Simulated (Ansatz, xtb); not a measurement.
## Two isomers of C3H9BrOSi

Structure X: `CO[SiH](C)CBr`, a singlet. Structure Y: `COC[SiH](C)Br`, a singlet. Both are isolated molecules in the gas phase, relaxed with B3LYP/def2-SVP, each in the lowest conformer that the search found.

X (Å):

```xyz
15

C    -0.7046   -2.9850    1.2070
C     0.3465   -1.4736   -2.5828
C     0.3619    0.3523   -0.1220
Br    0.6971    0.5371    1.8165
O    -0.6182   -2.4272   -0.0857
Si    0.5609   -1.4400   -0.7216
H    -1.0549   -2.2446    1.9468
H    -1.4233   -3.8201    1.1824
H     0.2686   -3.3786    1.5549
H     1.9141   -1.9186   -0.3063
H     0.4539   -2.5027   -2.9615
H    -0.6529   -1.1105   -2.8721
H     1.1005   -0.8447   -3.0838
H    -0.6564    0.7304   -0.2928
H     1.0700    1.0325   -0.6178
```

Y (Å):

```xyz
15

C     1.4392   -0.4224   -1.3499
C    -0.8268    0.2021   -1.0697
C    -1.4806    1.7274    1.5596
Br   -4.0190    1.1171   -0.6189
O     0.3894   -0.1664   -0.4519
Si   -2.0806    0.4433    0.3359
H     2.3270   -0.6980   -0.7617
H     1.6821    0.4684   -1.9641
H     1.1971   -1.2563   -2.0394
H    -0.7218    1.1383   -1.6593
H    -1.1822   -0.5757   -1.7784
H    -2.3570   -0.8579    1.0021
H    -2.1670    1.8246    2.4147
H    -1.3810    2.7133    1.0790
H    -0.4892    1.4211    1.9322
```

Question: Estimate E(Y) − E(X) at the level CCSD(T)/def2-SVP + ΔMP2/def2-TZVPP.

Answer: Calculated at CCSD(T)/def2-SVP + ΔMP2/def2-TZVPP: E(Y) − E(X) = +27.6 kJ/mol, so structure X lies lower.

How the difference moves with the method:

| level | geometry | E(Y) − E(X) (kJ/mol) | departure from the last row (kJ/mol) | job, with rough time for the two |
| --- | --- | --- | --- | --- |
| GFN2-xTB | GFN2-xTB | +8.0 | −19.5 | optimisation, 0.44 s |
| HF/STO-3G | GFN2-xTB | −75.0 | −102.6 | single point, 0.76 s |
| r2SCAN-D4/def2-SVP | GFN2-xTB | +3.4 | −24.2 | single point, 4.7 s |
| B3LYP/def2-SVP | B3LYP/def2-SVP | +8.4 | −19.2 | optimisation, 81 s |
| HF/def2-SVP | B3LYP/def2-SVP | +5.2 | −22.3 | part of the CCSD(T) run |
| MP2/def2-SVP | B3LYP/def2-SVP | +9.5 | −18.1 | part of the CCSD(T) run |
| CCSD(T)/def2-SVP | B3LYP/def2-SVP | +7.5 | −20.1 | single point |
| CCSD(T)/def2-SVP + ΔMP2/def2-TZVPP | B3LYP/def2-SVP | +27.6 |  | single point, 2.1 min |

As drawn, Y has 1 C–O, 1 Br–Si in place of 1 O–Si, 1 C–Br.

HF/STO-3G puts the two in the other order. The largest departure from CCSD(T)/def2-SVP + ΔMP2/def2-TZVPP is that of HF/STO-3G, 102.6 kJ/mol. The last row adds to CCSD(T) the change of the MP2 difference between the two basis sets, here +20.1 kJ/mol, a large step that makes the value less sure.

With thermal terms from frequencies at re-optimised GFN2-xTB minima (ideal gas, soft modes damped towards free rotors, one conformer each, 298.15 K, 1 atm): the zero-point term adds +0.7 kJ/mol; ΔH is +27.6 and ΔG +29.4 kJ/mol.

The correlated steps freeze 18 core orbitals; the filled d shell of Br is correlated, in a basis made for valence electrons. Codes used: Ansatz 0.2.0, xtb 6.7.1; the last row on 2 threads of Intel(R) Xeon(R) Platinum 8488C (Sapphire Rapids) on a shared host.
